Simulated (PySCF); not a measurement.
## Working with the constants of CsF

RHF-CCSD(T) constants of CsF, ¹Σ⁺ (singlet), closed shell (Cs def2-TZVPP with ECP46, F def2-TZVPP; scalar-relativistic core potentials (PySCF 2.14); masses 132.9054 and 18.9984 u):

| Quantity | Value |
| --- | --- |
| ωe | 348.3 cm⁻¹ |
| ωexe | 1.58 cm⁻¹ |
| Be | 0.1789 cm⁻¹ |
| αe | 0.00117 cm⁻¹ |
| De to Cs + F | 4.81 eV |

(1) What force constant and bond length do these constants imply?

(2) Estimate the centrifugal constant D from the Kratzer relation and find the Dunham coefficient a1.

Measured values (Huber and Herzberg, Constants of Diatomic Molecules (1979)): ωe = 352.56 cm⁻¹, ωexe = 1.615 cm⁻¹, Be = 0.18436969 cm⁻¹, αe = 0.00117652 cm⁻¹.

Correlated steps freeze 1 core orbital. Spin–orbit coupling is left out, which matters for elements this heavy, above all for dissociation energies. Where the molecule has an RHF reference, its open-shell atoms are computed with UHF.

## Answers

(1) Reduced mass μred = 16.622 u; k = 5.8918×10⁻⁷·μred·ωe² (u, cm⁻¹, mdyn/Å) = 1.19 mdyn/Å; Re = √(16.8576/(μred·Be)) (u, cm⁻¹, Å) = 2.381 Å.

(2) D = 4Be³/ωe² = 1.89e-07 cm⁻¹; a1 = −1 − αeωe/(6Be²) = -3.12.
